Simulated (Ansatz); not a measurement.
Molecule: C6H13O, charge 0, multiplicity 2. It need not be the lowest isomer of its formula. 
Coordinates optimised at B3LYP-D3(BJ)/def2-TZVP (Ansatz, an electronic-structure program):
```
C
H 1 1.0956
H 1 1.0957 2 106.10
C 1 1.5258 2 109.23 3 -117.64
H 4 1.0945 1 109.55 2 179.80
H 4 1.0951 5 106.23 1 -118.05
C 1 1.5266 2 109.28 3 117.97
H 7 1.0938 1 110.11 2 63.18
H 7 1.0969 8 106.62 1 -118.52
C 7 1.5215 8 108.66 9 -117.43
H 10 1.0916 7 110.15 8 -62.69
H 10 1.0982 11 107.26 7 119.67
O 10 1.4239 11 105.37 12 117.96
H 13 0.9633 10 108.44 11 -179.70
C 4 1.5300 5 109.12 6 -117.43
H 15 1.0967 4 109.70 5 -64.53
H 15 1.1035 16 104.65 4 116.07
C 15 1.4839 16 109.93 17 117.97
H 18 1.0813 15 121.07 16 -37.52
H 18 1.0822 19 117.82 15 172.49
```
Charge 0, spin multiplicity 2.

Total electronic energies in hartree. Correlated levels leave the core frozen unless marked. Open shells are spin-unrestricted. Spin-orbit coupling is left out. Non-relativistic. CBS marks a two-point X^-3 extrapolation of the correlation energy; Hartree-Fock from the larger set. The bracket is a focal-point correction in the basis named.

```json
[
 {"level": "HF/STO-3G", "program": "Ansatz", "energy (Eh)": "-305.80526"},
 {"level": "HF/6-31G", "program": "Ansatz", "energy (Eh)": "-309.45577"},
 {"level": "PBE-D3(BJ)/def2-TZVPD", "program": "Ansatz + dftd3", "energy (Eh)": "-311.33606"},
 {"level": "PBE-D4/def2-TZVPD", "program": "Ansatz + dftd4", "energy (Eh)": "-311.33450"},
 {"level": "BLYP/def2-TZVPD", "program": "Ansatz", "energy (Eh)": "-311.58106"},
 {"level": "revPBE/def2-TZVPD", "program": "Ansatz", "energy (Eh)": "-311.63828"},
 {"level": "r2SCAN/def2-TZVPD", "program": "Ansatz", "energy (Eh)": "-311.55437"},
 {"level": "PBE0-D3(BJ)/def2-TZVP", "program": "Ansatz + dftd3", "energy (Eh)": "-311.37813"},
 {"level": "PBE0-D4/def2-TZVP", "program": "Ansatz + dftd4", "energy (Eh)": "-311.37678"},
 {"level": "PBE0/def2-TZVPD", "program": "Ansatz", "energy (Eh)": "-311.36754"},
 {"level": "BHLYP/def2-TZVPD", "program": "Ansatz", "energy (Eh)": "-311.55099"},
 {"level": "r2SCANh/def2-TZVPD", "program": "Ansatz", "energy (Eh)": "-311.54316"},
 {"level": "r2SCAN0-D4/def2-TZVPD", "program": "Ansatz + dftd4", "energy (Eh)": "-311.53198"},
 {"level": "r2SCAN0/def2-TZVPD", "program": "Ansatz", "energy (Eh)": "-311.52775"},
 {"level": "HSE06-D4/def2-TZVPD", "program": "Ansatz + dftd4", "energy (Eh)": "-311.35963"},
 {"level": "HSE06/def2-TZVPD", "program": "Ansatz", "energy (Eh)": "-311.34903"},
 {"level": "LC-wPBE-D3(BJ)/def2-TZVPD", "program": "Ansatz + dftd3", "energy (Eh)": "-311.56995"},
 {"level": "B2PLYP/def2-TZVPD", "program": "Ansatz", "energy (Eh)": "-311.45102"},
 {"level": "SCS-MP2/6-31G", "program": "Ansatz", "energy (Eh)": "-310.10724"},
 {"level": "SCS-MP2/6-31G*", "program": "Ansatz", "energy (Eh)": "-310.50857"},
 {"level": "CCSD(T)/6-31G", "program": "Ansatz", "energy (Eh)": "-310.19506"},
 {"level": "CCSD(T)/cc-pVDZ", "program": "Ansatz", "energy (Eh)": "-310.74944"},
 {"level": "RI-MP2/CBS(cc-pVTZ,cc-pVQZ)+[CCSD(T)-MP2]/cc-pVTZ", "program": "Ansatz", "energy (Eh)": "-311.2455"}
]
```

Totals of different functionals don't rank their quality; only differences between species are comparable.
